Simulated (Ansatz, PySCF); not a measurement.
Dimer: H4O2Si (SMILES O[SiH2]O) (first 7 atoms) with NH3 (SMILES N); geometry from B3LYP-D3(BJ)/def2-TZVP, rigid monomers moved along the line of their centres of mass till H4···N8 is 2.10 Å.
(charge 0, multiplicity 1):
```xyz
11

O     -0.0474     1.0406     1.3171
Si    -0.6369     0.3566    -0.0399
O      0.3943     0.5073    -1.3182
H      0.1114     0.4693     2.1035
H     -1.8613     1.0405    -0.4961
H     -0.9125    -1.0815     0.2356
H      1.3118     0.2579    -1.1826
N      0.3639    -0.6969     3.8278
H      0.0324    -1.6355     3.6339
H      1.3240    -0.7676     4.1453
H     -0.1877    -0.3285     4.5947
```

Counterpoise-corrected where a basis set is named; no monomer relaxation.

Rows in 6-31G* carry no dispersion term and start afresh at each structure (6-31G* with six Cartesian d functions). MP2/6-31G* freezes PySCF's default core.

Run with Ansatz (a program for electronic structure) with Gaussian orbitals; PySCF for 6-31G* rows, the dispersion terms. 

Q: What is the computed interaction energy (B3LYP-D4/def2-TZVPPD)?

A: -8.9 kcal/mol

Q: What interaction energy does MP2/6-31G* give?

A: -9.6 kcal/mol

Q: Estimate the interaction energy that B3LYP/def2-TZVPPD returns for this input.

A: -7.8 kcal/mol
